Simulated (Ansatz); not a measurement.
Job for Ansatz (an electronic-structure program): R-CCSD(T)/aug-cc-pVTZ on CHF (SMILES [CH]F), atoms moved off the minimum.

Ansatz 0.2 input:
```yaml
crystal:
  periodic: [false, false, false]
  atoms:
    - {symbol: C, position_ang: [-0.52207600, 0.53729886, -0.00277512]}
    - {symbol: F, position_ang: [0.44974998, -0.22140590, 0.01021140]}
    - {symbol: H, position_ang: [-1.34680208, -0.19086150, -0.06440969]}
basis:
  gaussian:
    orbitals: aug-cc-pVTZ
magnetization: {spin_polarized: false}
correlation: {method: ccsd_t, electrons: outside_noble_gas}
scf: {lower_state_search: off}
output: {forces: true}
```

Program output:

```
WARN ansatz: RAYON_NUM_THREADS=1 ignored (pool sized by the plan → 1); use --threads N
Functional definition: HF
these checks for a lower state are left out or cut short: starts, cluster_reference, orbital_swaps, neighbouring_geometries, increment
integrals: 0.16 GiB planned
695 factors; integrals over basis functions are off by at most 1.0e-3 eV
mean field: 0.17 GiB planned
mean field evaluation 1: about -3749.3528 eV, gradient 1.7e1 eV
mean field evaluation 2: about -3749.3537 eV, gradient 1.7e1 eV
mean field evaluation 4: about -3749.9918 eV, gradient 2.5e0 eV
mean field evaluation 8: about -3750.0129 eV, gradient 3.5e-4 eV
mean field -3750.01292178 eV, -137.8104330253 hartree, gradient 1.3e-6 eV, S^2 0.000000; 0 other end points of the search recorded, 0 dependent functions left out; unrestricted orbitals would lower it
2 core orbitals not correlated
reference -3750.01292178 eV, -137.8104330253 hartree; 6, 6 occupied and 107, 107 virtual orbitals, 695 factors
densities: 0.71 GiB planned
second order -10.68308365 eV of doubles, -0.00000000 eV of singles
coupled cluster: 0.47 GiB planned
cycle   1  -10.75517881 eV  change   -7.2e-2 eV  update   7.9e-2
cycle   2  -11.03614468 eV  change   -2.8e-1 eV  update   2.7e-2
cycle   3  -11.13087770 eV  change   -9.5e-2 eV  update   1.7e-2
cycle   4  -11.11516392 eV  change    1.6e-2 eV  update   4.9e-3
cycle   5  -11.11740264 eV  change   -2.2e-3 eV  update   2.1e-3
cycle   6  -11.11866104 eV  change   -1.3e-3 eV  update   7.7e-4
cycle   7  -11.11835101 eV  change    3.1e-4 eV  update   3.5e-4
cycle   8  -11.11842385 eV  change   -7.3e-5 eV  update   1.4e-4
cycle   9  -11.11849869 eV  change   -7.5e-5 eV  update   4.7e-5
cycle  10  -11.11847222 eV  change    2.6e-5 eV  update   1.6e-5
cycle  11  -11.11848258 eV  change   -1.0e-5 eV  update   6.6e-6
cycle  12  -11.11848724 eV  change   -4.7e-6 eV  update   2.0e-6
perturbative correction -0.38761202 eV, -0.0142444789 hartree
the calculation of the forces begins
Total energy: -3761.51902104 eV, -138.2332743741 hartree
Atom 0 at    -0.522076     0.537299    -0.002775 Å, force    -3.033733     2.581583    -0.032677 eV/Å
Atom 1 at     0.449750    -0.221406     0.010211 Å, force     4.030419    -2.483229     0.078328 eV/Å
Atom 2 at    -1.346802    -0.190861    -0.064410 Å, force    -0.996686    -0.098354    -0.045651 eV/Å
Dipole moment:    -0.084153    -0.299157    -0.014584 e Å
Checks for a lower state left out: starts, cluster_reference, orbital_swaps, neighbouring_geometries, increment
```

Self-consistency was reached.

Cost: roughly 30 core-seconds.
